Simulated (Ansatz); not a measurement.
Results of the Gaussian-basis code of Ansatz.

A structure relaxed at PBE0-D4/def2-TZVP, charge 0, multiplicity 1:

```xyz
9

O     0.560    0.924   -1.531
C    -0.495    0.612   -0.643
Sn    0.078   -0.861    0.851
H     1.266    1.346   -1.036
H    -1.298    0.191   -1.249
H    -0.894    1.504   -0.146
H     1.565   -0.339    1.523
H    -1.087   -0.984    2.098
H     0.305   -2.393    0.133
```

(1) Give its formula and SMILES.

(2) Summarise the bond lengths by kind.

Results:

(1) CH6OSn, `O[CH2][SnH3]`.

(2) 1 × C–O 1.413 Å; 1 × H–O 0.960 Å; 1 × C–Sn 2.175 Å; 2 × C–H 1.091 to 1.096 Å; 3 × H–Sn 1.707 to 1.714 Å.
